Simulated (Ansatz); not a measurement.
Task: Name a neutral molecule of B, C, O and H with vertical ionisation energy (CCSD(T)/CBS(def2)) between 10.70 and 11.00 eV and LUMO energy (B3LYP/def2-TZVPP) between -2.40 and -2.10 eV (Ansatz, PBE0-D4/def2-TZVP geometry).

Result: `BC(=O)O` (10.99 eV, -2.24 eV). Other molecules can fit too; these were computed, each in one conformer that needn't be the lowest.

B3LYP here is the variant with VWN-RPA as its local correlation; programs differ in this.
